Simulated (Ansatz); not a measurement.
CH5GeNO2 can be A, `[NH2][Ge]1([OH])[CH2][O]1`, or B, `O=C[NH][GeH2][OH]`.

Gas-phase electronic energies from Ansatz, PBE0-D4/def2-TZVP geometries. CCSD(T)/CBS adds triple-zeta CCSD(T) − MP2 to the extrapolated MP2 energy (def2 sets, frozen cores). Functionals use def2-TZVPP. B3LYP here is the variant with VWN-RPA as its local correlation; programs differ in this. For Ge outer-core shells are correlated without core-valence functions, which leaves a few kJ/mol of doubt a bond. Scalar relativity is left out up to krypton. One conformer a species, not always the lowest.

Question: Which isomer does CCSD(T)/CBS put lower? Give the gap. (An estimate is asked.)

Answer: Computed: B, by 21.9 kcal/mol.

Question: Give E(B) − E(A) in kcal/mol with r2SCAN-D4, HF/def2-TZVPP, CCSD(T)/def2-SVP, ωB97M-V, CCSD/def2-TZVPP, B3LYP, BLYP-D4. (Best estimate.)

Answer: The calculation gave: r2SCAN-D4 -25.1, HF/def2-TZVPP -34.8, CCSD(T)/def2-SVP -35.4, ωB97M-V -25.3, CCSD/def2-TZVPP -24.9, B3LYP -28.0, BLYP-D4 -28.1. None reverses the order clearly.

Question: Does the order hold for the free energy at 298.15 K (harmonic terms from PBE0-D4)? (Best estimate.)

Answer: The calculation gave: Yes: G(B) − G(A) = -24.8 kcal/mol, for one conformer each.

Largest T1 diagnostic: 0.014.

At CCSD(T), def2-SVP lies −13.5 kcal/mol from the extrapolated value and def2-TZVPP −2.2 kcal/mol. Leaving LDA and LC-ωPBE aside and taking each functional with its dispersion term where it has one, the values, not all of them listed here, spread over 5.0 kcal/mol, from BHLYP-D4 to PBE-QIDH.
